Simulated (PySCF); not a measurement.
**Ionisation energy of Ru²⁶⁺ by level of theory**

Ru²⁶⁺ [Ar] → Ru²⁷⁺ [Ne] 3s2 3p5 [3p1/2^2 3p3/2^3, M_J = 3/2], as a difference of total energies. Computed with PySCF 2.14 in an even-tempered Gaussian basis (19 s from 3.7 bohr⁻², ratio 2.4; 14 p from 4.8 bohr⁻², ratio 2.4; 5 d from 21 bohr⁻², ratio 2.6; 4 f from 32 bohr⁻², ratio 2.6), with the two-component X2C-1e Hamiltonian. Correlated levels: 1s2 frozen; the 56 highest virtual spinors dropped. "Screened" scales the spin-orbit matrix elements by Boettger's factors to mimic the two-electron term; Breit and QED terms are absent.

```json
{"method": "GHF (spin-free)", "ionisation energy (eV)": "1457.4"}
{"method": "GMP2 (spin-free)", "ionisation energy (eV)": "1458.2"}
{"method": "GHF (screened spin-orbit)", "ionisation energy (eV)": "1447.8"}
{"method": "GMP2 (screened spin-orbit)", "ionisation energy (eV)": "1448.7"}
```

Breit and QED terms and the two-electron picture change are absent.

The spin-free rows lack the spin-orbit shift.

For comparison: 1447 ± 4 eV (semi-empirical (NIST evaluation); NIST Atomic Spectra Database, ionization energies).
